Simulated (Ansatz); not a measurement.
Geometry optimisation, RKS BHLYP/def2-SVP (Ansatz).

Input file:

```yaml
crystal:
  periodic: [false, false, false]
  atoms:
    - { symbol: B, position_ang: [-1.31082, -0.152604, -0.694606] }
    - { symbol: Si, position_ang: [1.542975, -0.629965, 0.800166] }
    - { symbol: F, position_ang: [-0.712614, -0.803278, -1.670817] }
    - { symbol: F, position_ang: [-1.947078, -0.845077, 0.224681] }
    - { symbol: H, position_ang: [0.591906, 0.384782, 0.405355] }
    - { symbol: "N", position_ang: [-1.281034, 1.305432, -0.645224] }
    - { symbol: H, position_ang: [2.718368, -0.580743, -0.100656] }
    - { symbol: H, position_ang: [1.986757, -0.383079, 2.192576] }
    - { symbol: H, position_ang: [0.916795, -1.968078, 0.719224] }
    - { symbol: H, position_ang: [-1.73969, 1.823106, 0.080267] }
    - { symbol: H, position_ang: [-0.765664, 1.849704, -1.310966] }
basis:
  gaussian: { orbitals: def2-SVP }
hamiltonian:
  xc: { name: BHLYP }
relax:
  f_tol: 0.03
  max_steps: 50
output:
  orbitals: {}
```

Launched with:

```bash
$ ansatz run input.yaml --threads 2 --pin off --max-ram 3072MiB --backend cpu --events-out ev --progress --plain --runs-dir out
```

Task: Where does it end, and by what steps?

Result: The forces met the threshold. The force dipped under the threshold on the way, but the program's further checks kept it going. After 26 steps the energy has fallen by 0.315 eV; F4 moved furthest, 1.04 Å.

```json
{"step": "0", "energy less start (eV)": "0.0000", "largest force component (eV/Å)": "2.763", "accepted": "yes"}
{"step": "1", "energy less start (eV)": "-0.2190", "largest force component (eV/Å)": "1.105", "accepted": "yes"}
{"step": "2", "energy less start (eV)": "-0.2687", "largest force component (eV/Å)": "0.327", "accepted": "yes"}
{"step": "3", "energy less start (eV)": "-0.2770", "largest force component (eV/Å)": "0.145", "accepted": "yes"}
{"step": "4", "energy less start (eV)": "-0.2866", "largest force component (eV/Å)": "0.179", "accepted": "yes"}
{"step": "5", "energy less start (eV)": "-0.2881", "largest force component (eV/Å)": "0.079", "accepted": "yes"}
{"step": "6", "energy less start (eV)": "-0.2928", "largest force component (eV/Å)": "0.031", "accepted": "yes"}
{"step": "7", "energy less start (eV)": "-0.2819", "largest force component (eV/Å)": "0.663", "accepted": "no"}
{"step": "8", "energy less start (eV)": "-0.2966", "largest force component (eV/Å)": "0.094", "accepted": "yes"}
{"step": "9", "energy less start (eV)": "-0.2997", "largest force component (eV/Å)": "0.129", "accepted": "yes"}
{"step": "10", "energy less start (eV)": "-0.3021", "largest force component (eV/Å)": "0.210", "accepted": "yes"}
{"step": "11", "energy less start (eV)": "-0.3055", "largest force component (eV/Å)": "0.131", "accepted": "yes"}
{"step": "12", "energy less start (eV)": "-0.3087", "largest force component (eV/Å)": "0.138", "accepted": "yes"}
{"step": "13", "energy less start (eV)": "-0.3104", "largest force component (eV/Å)": "0.123", "accepted": "yes"}
{"step": "14", "energy less start (eV)": "-0.3122", "largest force component (eV/Å)": "0.070", "accepted": "yes"}
{"step": "15", "energy less start (eV)": "-0.3124", "largest force component (eV/Å)": "0.207", "accepted": "yes"}
{"step": "16", "energy less start (eV)": "-0.3134", "largest force component (eV/Å)": "0.062", "accepted": "yes"}
{"step": "17", "energy less start (eV)": "-0.3139", "largest force component (eV/Å)": "0.042", "accepted": "yes"}
{"step": "18", "energy less start (eV)": "-0.3141", "largest force component (eV/Å)": "0.080", "accepted": "yes"}
{"step": "19", "energy less start (eV)": "-0.3144", "largest force component (eV/Å)": "0.051", "accepted": "yes"}
{"step": "20", "energy less start (eV)": "-0.3147", "largest force component (eV/Å)": "0.023", "accepted": "yes"}
{"step": "21", "energy less start (eV)": "-0.3149", "largest force component (eV/Å)": "0.026", "accepted": "yes"}
{"step": "22", "energy less start (eV)": "-0.3146", "largest force component (eV/Å)": "0.130", "accepted": "no"}
{"step": "23", "energy less start (eV)": "-0.3151", "largest force component (eV/Å)": "0.032", "accepted": "yes"}
{"step": "24", "energy less start (eV)": "-0.3151", "largest force component (eV/Å)": "0.037", "accepted": "yes"}
{"step": "25", "energy less start (eV)": "-0.3152", "largest force component (eV/Å)": "0.026", "accepted": "yes"}
{"step": "26", "energy less start (eV)": "-0.3152", "largest force component (eV/Å)": "0.023", "accepted": "yes"}
```

```xyz
11
Properties=species:S:1:pos:R:3
B -1.577 -0.035 -0.836
Si 1.871 -0.733 0.973
F -0.505 -0.732 -1.180
F -2.666 -0.713 -0.521
H 0.973 0.438 1.106
N -1.550 1.351 -0.801
H 2.490 -0.735 -0.370
H 2.935 -0.637 2.000
H 1.101 -1.978 1.184
H -2.348 1.897 -0.533
H -0.725 1.878 -1.021
```

Whether the end is a true minimum wasn't checked by a vibrational analysis.

Run time: 62 s on 2 threads of Intel(R) Xeon(R) CPU @ 2.60GHz (Ice Lake) (shared host), peak memory 0.24 GiB.
